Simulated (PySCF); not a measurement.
C₆ coefficients of unlike pairs at B3LYP

Calculated with PySCF 2.14 from the dipole response of each species, C₆(A,B) = (3/π) ∫ α_A(iu) α_B(iu) du, in atomic units, from isotropic polarisabilities. For ions this is the dispersion term alone; charge-induced terms of lower order in 1/R come first.

```tsv
species	configuration	basis	relativity	α (bohr³)	C₆ (like pair)
O⁺	[He] 2s2 2p3 (4S)	aug-cc-pVTZ (5s4p3d2f)	none	2.616	5.145
Sb⁺	[Kr] 4d10 5s2 5p2 (3P)	aug-cc-pVTZ-DK3 (8s7p5d2f)	spin-free X2C	25.06	199.7
Sn	[Kr] 4d10 5s2 5p2 (3P)	aug-cc-pwCVDZ-PP with ECP28MDF (6s5p4d1f)	core potential	57.53	624.9
Ne	[Ne] (1S)	aug-cc-pVQZ (6s5p4d3f2g)	none	2.735	6.656
```

Task: Estimate C₆ for Sb⁺ with O⁺.

Result: The integral gives 29.59. The combination rule 2 C_A C_B / (C_A α_B/α_A + C_B α_A/α_B) gives 29.30 and the geometric mean 32.06.

No spin-orbit coupling is included.

The other pairs:

| pair | C₆ |
| --- | --- |
| Ne, Sb⁺ | 32.62 |
| Sn, Sb⁺ | 344.9 |
| Ne, Sn | 51.96 |
| Sn, O⁺ | 47.61 |
| Ne, O⁺ | 5.836 |
